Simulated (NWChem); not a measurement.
System: TaCl$_{4}$, doublet; SMILES [Ta]([Cl])([Cl])([Cl])[Cl]

Here is an NWChem input.

```
start job
memory heap 200 mb stack 700 mb global 900 mb
geometry units angstroms noautoz
  Ta     0.000000     0.000000     0.000000
  Cl    -1.447036    -1.447036     1.031999
  Cl     1.447036     1.447036     1.031999
  Cl     1.447036    -1.447036    -1.031999
  Cl    -1.447036     1.447036    -1.031999
end
basis spherical
  Ta library def2-svp
  Cl library def2-svp
end
ecp
  Ta library def2-ecp
end
dft
  odft
  mult 2
  xc xpbe96 cpbe96
  iterations 150
  mulliken
end
task dft energy
```

Excerpt of the output:

```
             Northwest Computational Chemistry Package (NWChem) 7.3.0
             --------------------------------------------------------

 D2D symmetry detected

                             Geometry "geometry" -> ""
                             -------------------------

 Output coordinates in angstroms (scale by  1.889725989 to convert to a.u.)

  No.       Tag          Charge          X              Y              Z
 ---- ---------------- ---------- -------------- -------------- --------------
    1 Ta                  73.0000     0.00000000     0.00000000     0.00000000
    2 Cl                  17.0000     1.44703600     1.44703600     1.03199900
    3 Cl                  17.0000    -1.44703600    -1.44703600     1.03199900
    4 Cl                  17.0000    -1.44703600     1.44703600    -1.03199900
    5 Cl                  17.0000     1.44703600    -1.44703600    -1.03199900

 Effective nuclear repulsion energy (a.u.)    1392.9571561335

      Symmetry information
      --------------------

 Group name             D2d
 Group number             32
 Group order               8
 No. of unique centers     2

 Summary of "ao basis" -> "ao basis" (spherical)
 ------------------------------------------------------------------------------
       Tag                 Description            Shells   Functions and Types
 ---------------- ------------------------------  ------  ---------------------
 Ta                         def2-svp                12       32   6s3p2d1f
 Cl                         def2-svp                 8       18   4s3p1d

      Symmetry analysis of basis
      --------------------------

        a1         22
        a2          6
        b1          7
        b2         19
        e          50

            General Information
            -------------------
          SCF calculation type: DFT
          Wavefunction type:  spin polarized.
          No. of atoms     :     5
          No. of electrons :    81
           Alpha electrons :    41
            Beta electrons :    40
          Charge           :     0
          Spin multiplicity:     2
          Use of symmetry is: on ; symmetry adaption is: on
          Maximum number of iterations: 150
          AO basis - number of functions:   104
                     number of shells:    44
          Convergence on energy requested:  1.00D-06
          Convergence on density requested:  1.00D-05
          Convergence on gradient requested:  5.00D-04

              XC Information
              --------------
          PerdewBurkeErnzerhof Exchange Functional  1.000
            Perdew 1991 LDA Correlation Functional  1.000 local
           PerdewBurkeErnz. Correlation Functional  1.000 non-local

             Grid Information
             ----------------
          Grid used for XC integration:  medium
          Radial quadrature: Mura-Knowles
          Angular quadrature: Lebedev.
          Tag              B.-S. Rad. Rad. Pts. Rad. Cut. Ang. Pts.
          ---              ---------- --------- --------- ---------
          Ta                  1.45      123           8.0       590
          Cl                  1.00       88          10.0       590
          Grid pruning is: on
          Number of quadrature shells:   211
          Spatial weights used:  Erf1

      Superposition of Atomic Density Guess
      -------------------------------------

 Sum of atomic energies:       -1899.21273168

      Non-variational initial energy
      ------------------------------

 Total energy =   -1893.934250
 1-e energy   =   -3533.920682
 2-e energy   =    1189.057462
 HOMO         =      -0.024643
 LUMO         =       0.024268

   Symmetry analysis of molecular orbitals - initial alpha
   -------------------------------------------------------

  Numbering of irreducible representations:

     1 a1          2 a2          3 b1          4 b2          5 e

  Orbital symmetries:

     1 a1          2 e           3 e           4 b2          5 a1
     6 b2          7 e           8 e           9 a1         10 b2
    11 e          12 e          13 b1         14 a1         15 b2
    16 e          17 e          18 e          19 e          20 a2
    21 a1         22 e          23 e          24 b2         25 a1
    26 b2         27 e          28 e          29 a1         30 b1
    31 b2         32 e          33 e          34 a1         35 e
    36 e          37 b2         38 e          39 e          40 a2
    41 a1         42 b1         43 e          44 e          45 a1
    46 b2         47 b2         48 e          49 e          50 a1
    51 b2

   Symmetry analysis of molecular orbitals - initial beta
   ------------------------------------------------------

  Numbering of irreducible representations:

     1 a1          2 a2          3 b1          4 b2          5 e

  Orbital symmetries:

     1 a1          2 e           3 e           4 b2          5 a1
     6 b2          7 e           8 e           9 a1         10 b2
    11 e          12 e          13 b1         14 a1         15 b2
    16 e          17 e          18 e          19 e          20 a2
    21 a1         22 e          23 e          24 b2         25 a1
    26 b2         27 e          28 e          29 a1         30 b1
    31 b2         32 e          33 e          34 a1         35 e
    36 e          37 b2         38 e          39 e          40 a2
    41 a1         42 b1         43 e          44 e          45 a1
    46 b2         47 b2         48 e          49 e          50 a1
    51 b2

     ---------------------------------------------
      Total Density - Mulliken Population Analysis
     ---------------------------------------------

    Atom       Charge   Shell Charges
 -----------   ------   -------------------------------------------------------
    1 Ta  13    10.98   0.03 -0.32  1.77  0.52  0.44  0.43  5.46  0.62  0.16  1.35  0.43  0.08
    2 Cl  17    17.51   2.00  1.99  1.23  0.72  5.94  2.21  3.41  0.01
    3 Cl  17    17.51   2.00  1.99  1.23  0.72  5.94  2.21  3.41  0.01
    4 Cl  17    17.51   2.00  1.99  1.23  0.72  5.94  2.21  3.41  0.01
    5 Cl  17    17.51   2.00  1.99  1.23  0.72  5.94  2.21  3.41  0.01

     --------------------------------------------
      Spin Density - Mulliken Population Analysis
     --------------------------------------------

    Atom       Charge   Shell Charges
 -----------   ------   -------------------------------------------------------
    1 Ta  13     0.94   0.00 -0.00  0.01 -0.01  0.02  0.38 -0.00 -0.00  0.00  0.43  0.11  0.00
    2 Cl  17     0.02   0.00  0.00  0.00 -0.01  0.00  0.01  0.01  0.00
    3 Cl  17     0.02   0.00  0.00  0.00 -0.01  0.00  0.01  0.01  0.00
    4 Cl  17     0.02   0.00  0.00  0.00 -0.01  0.00  0.01  0.01  0.00
    5 Cl  17     0.02   0.00  0.00  0.00 -0.01  0.00  0.01  0.01  0.00

   convergence    iter        energy       DeltaE   RMS-Dens  Diis-err
 ---------------- ----- ----------------- --------- --------- ---------
 d= 0,ls=0.0,diis     1  -1896.3920907612 -2.35D+03  2.89D-02  6.07D-01
                                                     2.62D-02  5.33D-01
 d= 0,ls=0.5,diis     2  -1889.9274575192  6.46D+00  9.23D-03  1.11D+01
                                                     9.25D-03  1.16D+01
 d= 0,ls=0.5,diis     3  -1893.5628013501 -3.64D+00  4.35D-03  5.63D+00
                                                     4.56D-03  6.07D+00
 d= 0,ls=0.5,diis     4  -1895.1128436250 -1.55D+00  3.82D-03  2.93D+00
                                                     4.12D-03  3.21D+00
 d= 0,ls=0.5,diis     5  -1896.1287262914 -1.02D+00  3.31D-03  1.04D+00
                                                     3.57D-03  1.15D+00
 d= 0,ls=0.5,diis     6  -1896.6208990690 -4.92D-01  1.58D-03  1.79D-01
                                                     1.79D-03  2.03D-01
 d= 0,ls=0.5,diis     7  -1896.7264327093 -1.06D-01  7.40D-04  3.14D-02
                                                     8.82D-04  3.82D-02
  Resetting Diis
 d= 0,ls=0.5,diis     8  -1896.7468556028 -2.04D-02  4.33D-04  1.19D-02
                                                     5.23D-04  1.46D-02
 d= 0,ls=0.5,diis     9  -1896.7537123414 -6.86D-03  9.71D-04  6.16D-03
                                                     9.87D-04  7.39D-03
 d= 0,ls=0.5,diis    10  -1896.7568140824 -3.10D-03  4.11D-04  5.87D-03
                                                     3.93D-04  5.19D-03
 d= 0,ls=0.5,diis    11  -1896.7586201994 -1.81D-03  2.81D-04  2.32D-03
                                                     2.36D-04  1.95D-03
 d= 0,ls=0.5,diis    12  -1896.7595888401 -9.69D-04  1.57D-04  5.72D-04
                                                     1.19D-04  4.52D-04
 d= 0,ls=0.5,diis    13  -1896.7598588822 -2.70D-04  8.64D-05  1.33D-04
                                                     6.16D-05  9.77D-05
 d= 0,ls=0.5,diis    14  -1896.7599304402 -7.16D-05  5.18D-05  3.84D-05
                                                     3.55D-05  2.74D-05
 d= 0,ls=0.5,diis    15  -1896.7599544106 -2.40D-05  3.15D-05  1.19D-05
                                                     2.26D-05  8.66D-06
 d= 0,ls=0.5,diis    16  -1896.7599634077 -9.00D-06  1.92D-05  3.70D-06
                                                     1.48D-05  2.89D-06
 d= 0,ls=0.5,diis    17  -1896.7599669136 -3.51D-06  1.17D-05  1.21D-06
                                                     1.00D-05  1.08D-06
 d= 0,ls=0.5,diis    18  -1896.7599683631 -1.45D-06  7.22D-06  4.13D-07
                                                     6.87D-06  4.39D-07
 d= 0,ls=0.5,diis    19  -1896.7599689894 -6.26D-07  4.45D-06  1.45D-07
                                                     4.76D-06  1.90D-07

         Total DFT energy =    -1896.759969267263
      One electron energy =    -3535.260510391500
           Coulomb energy =     1306.606662573626
    Exchange-Corr. energy =     -119.035090815110
 Nuclear repulsion energy =      450.928969365721

[...]
```

Level: PBE/def2-SVP with def2 effective core potentials on Ta, spin-unrestricted. In the optimisation the excess spin sits in a1 (D2d, its own frame). Coordinates come from a PBE0/def2-SVP, spin-unrestricted optimisation. Not confirmed as a minimum by frequencies. This spin state was assumed; another may lie lower. No stability test was run on the SCF state. def2 effective core potentials on Ta; no spin-orbit coupling.
